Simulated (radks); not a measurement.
The numbers below are computed, except where a source is named.
Problem. These are the eigenvalues of the occupied orbitals of an atom or ion with whole-number occupations (hartree). Code: a radial shooting solver on a logarithmic mesh with Libxc functionals. Model: Dirac Kohn-Sham, BLYP, spin-unpolarised, spherical densities, finite nucleus; Fermi nuclear charge, rms radius of each element as measured or else 0.836 A^(1/3) + 0.57 fm.

| orbital | eigenvalue |
|---|---|
| 1s1/2 | -744.5369 |
| 2s1/2 | -118.8474 |
| 2p1/2 | -110.6960 |
| 2p3/2 | -106.7639 |
| 3s1/2 | -32.17910 |
| 3p1/2 | -29.08715 |
| 3p3/2 | -28.38685 |
| 3d3/2 | -23.01136 |
| 3d5/2 | -22.87212 |

Which element is it, and in what charge state? The configuration may be excited. Open shells, if any, fill j = l - 1/2 first.

Solution. Z = 42, molybdenum, charge +16: Mo16+ in [Ar] 3d8. The list shows which subshells hold electrons but not how many an open one holds; the 1s level, -744.54 hartree, gives Z - s = 38.6 by -(Z - s)^2/2, which with screening and relativity narrows Z to a few neighbours, and the depths of the outer levels then fix element, charge and occupations together.
